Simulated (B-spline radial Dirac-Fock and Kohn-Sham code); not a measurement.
## Binding energies of Rh¹⁷⁺ at several levels of theory

System: Rh¹⁷⁺, [Ar] 3d10.

The density-functional columns are spherical, spin-unpolarised Dirac-Kohn-Sham results without Breit or QED terms: −ε is minus the orbital energy of the initial state and ΔSCF the difference of two total energies. The reference in the last column comes from multi-electron Dirac-Fock with separately optimised hole states, Breit and Lamb-shift corrections added in first order. All numbers are from a radial atomic solver, in eV; a selection of levels is shown. For the 1s level of heavy atoms much of the gap between ΔSCF and the reference is the Breit and QED part, -68.0 eV here; for other levels the error of the functional can be larger.

```tsv
level	LDA −ε	LDA ΔSCF	Dirac-Fock
1s	23436.5	23746.5	23684.7
2s	3763.3	3827.6	3870.6
2p1/2	3520.3	3597.2	3602.2
2p3/2	3375.5	3449.2	3459.2
3s	1004.8	1032.8	1058.6
3p1/2	909.4	937.9	953.2
3p3/2	883.7	911.5	927.1
3d3/2	714.9	744.7	743.4
3d5/2	709.7	739.3	738.4
```

For the outermost level NIST gives 739 ± 3 eV (theoretical); the differences from it are LDA −ε -29.28, LDA ΔSCF +0.27, Dirac-Fock -0.60 eV.

Values without a named source are computed, but for edge energies of neutral atoms, which are taken from tables.
